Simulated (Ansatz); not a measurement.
```yaml
crystal:
  periodic: [false, false, false]
  atoms:
    - {symbol: C, position_ang: [-2.232643, 0.664117, 0.680875]}
    - {symbol: Si, position_ang: [-0.741888, 0.245240, -0.363898]}
    - {symbol: S, position_ang: [0.929665, 1.628780, 0.189907]}
    - {symbol: Si, position_ang: [0.535783, -1.698884, -0.222173]}
    - {symbol: Al, position_ang: [2.425352, -0.182865, -0.724491]}
    - {symbol: H, position_ang: [-2.507908, 1.715673, 0.577173]}
    - {symbol: H, position_ang: [-2.045059, 0.447926, 1.734483]}
    - {symbol: H, position_ang: [-3.078972, 0.050803, 0.358684]}
    - {symbol: H, position_ang: [-0.948372, 0.695913, -1.767467]}
    - {symbol: H, position_ang: [1.032060, 1.186798, 1.457230]}
    - {symbol: H, position_ang: [0.005141, -2.791695, -1.085196]}
    - {symbol: H, position_ang: [0.417140, -2.133067, 1.204370]}
    - {symbol: H, position_ang: [3.690863, -0.127666, 0.237646]}
    - {symbol: H, position_ang: [2.505839, 0.269826, -2.248342]}
basis:
  gaussian: {orbitals: def2-TZVPD, fitting: {mean_field: cc-pVTZ-jkfit}}
hamiltonian: {xc: {name: PBE1PBE}}
accuracy: high
scf: {lower_state_search: off}
output: {forces: true}
```

```sh
$ ansatz run in.yaml --threads 4 --pin off --events-out ev --progress --plain --max-ram 10444MiB
```

(1) How does Ansatz answer? (Best estimate.)

Answers

(1) Ansatz gave: The program refused the input.
```
Error: YAML parse error: error: line 20 column 19: hamiltonian.xc: no functional is named "PBE1PBE"; the names, which are not case-sensitive, are SVWN5, SPW92, PBE, PBE0, PBEsol, revPBE, revPBE0, RPBE, rPW86-PBE, HSE06, wPBEh, LC-wPBE, HISS, HF, BLYP, B3LYP, B3LYP5, BHLYP, CAM-B3LYP, r2SCAN, r2SCANh, r2SCAN0, r2SCAN50, m-r2SCAN, B97, wB97, wB97X, wB97X-V, B97M-V, wB97M-V, B2PLYP, B2GP-PLYP, PBE0-DH, PBE-QIDH
18 | basis:
19 |   gaussian: {orbitals: def2-TZVPD, fitting: {mean_field: cc-pVTZ-jkfit}}
20 | hamiltonian: {xc: {name: PBE1PBE}}
21 | accuracy: high
22 | scf: {lower_state_search: off}
```

HSE06 is defined as in plane-wave codes.
